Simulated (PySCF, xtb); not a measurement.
W(NH)(F)2(Cl)2 (Cl2F2HNW), SMILES [F][W]([Cl])([F])([Cl])=[NH], multiplicity 1.

Harmonic wavenumbers (cm⁻¹) from GFN2-xTB (xtb 6.7.1) at its own minimum, in rising order: 64, 79, 167, 173, 176, 236, 280, 293, 311, 384, 454, 690, 703, 934, 3405.

### Question
What does PBE0-D3(BJ)/def2-SVP (PySCF) give at its own minimum? (An estimate is asked for; the answer gives what the named calculation found.)

### Answer
67, 88, 162, 176, 206, 251, 334, 405, 416, 638, 708, 791, 827, 1035, 3641. Paired by order, the mean absolute difference is 94 cm⁻¹ and the zero-point energies are 11.9 and 13.9 kcal/mol.
